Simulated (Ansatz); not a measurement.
C3H9ClOSi, SMILES [Si@](O)(CC)(C)Cl.

Coordinates come from a B3LYP-D3(BJ)/def2-SVP optimisation. The structure was generated by enumeration; whether it is a known compound was not checked. One conformer was computed; it need not be the lowest.

Two levels are set side by side: PBE/def2-SVPD (Ansatz, an electronic-structure program) and PBE0/def2-SVPD (Ansatz). Energy differences of separate SCF runs at the same geometry; the states with an electron removed or added have multiplicity 2 and 2. Differences are taken from unrounded values.

| quantity | PBE0 | PBE | PBE minus PBE0 |
|---|---|---|---|
| vertical ionisation energy (eV) | 10.06 | 9.58 | -0.49 |
| vertical singlet–triplet gap (eV) | 7.16 | 6.48 | -0.68 |
